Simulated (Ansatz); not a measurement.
W(NH)2(NH2)2 (WN4H6), relaxed as a singlet with RKS r2SCAN-D4/def2-SVP in Ansatz, starting from the GFN2-xTB geometry. Force threshold 0.02 eV/Å.

In the def2 sets W takes a core potential; there is no spin–orbit coupling. Another isomer (singlet) lies 0.06 eV lower at PBE0-D4/def2-TZVP; other spin states weren't run for this one.

Start:

Cartesian coordinates in Å:
```
N 0.5332 1.2998 1.3038
N -1.2499 0.9460 -1.1019
N -0.9567 -1.3557 0.9113
N 1.5136 -0.3898 -1.0672
W -0.0677 0.2121 0.0196
H 0.7052 2.1054 1.9098
H -1.8830 1.5911 -1.5802
H -1.7861 -1.8472 0.5646
H -0.8150 -1.6482 1.8827
H 2.4919 -0.3629 -0.7636
H 1.5146 -0.5506 -2.0789
```

| step | energy (eV) | largest force component (eV/Å) | SCF passes |
| --- | --- | --- | --- |
| 1 | -7879.4158 | 0.867 | 20 |
| 2 | -7879.5163 | 0.525 | 27 |
| 3 | -7879.5308 | 0.228 | 22 |
| 4 (rejected) | -7879.5291 | 0.210 | 21 |
| 5 | -7879.5379 | 0.045 | 21 |
| 6 | -7879.5395 | 0.121 | 21 |
| 7 | -7879.5398 | 0.031 | 21 |
| 8 | -7879.5399 | 0.003 | 22 |

Force components are those of the run's own axes.

End:

Cartesian coordinates in Å:
```
N 0.5511 1.2515 1.3002
N -1.2364 0.8966 -1.1080
N -0.9567 -1.3135 0.9037
N 1.4900 -0.3579 -1.0532
W -0.0630 0.1976 0.0177
H 0.6503 2.1061 1.8415
H -1.8367 1.6123 -1.5089
H -1.7464 -1.8220 0.5150
H -0.7556 -1.6252 1.8501
H 2.4471 -0.3745 -0.7116
H 1.4562 -0.5710 -2.0465
```

By distances, no bond broke or formed. The bond that changes most is N4–W5, from 2.01 to 1.97 Å (atoms count from 1).

No frequencies were taken in this run, so the end may be a saddle point.

Run time 12 s (2 threads of Intel Xeon 6975P-C on a shared host).
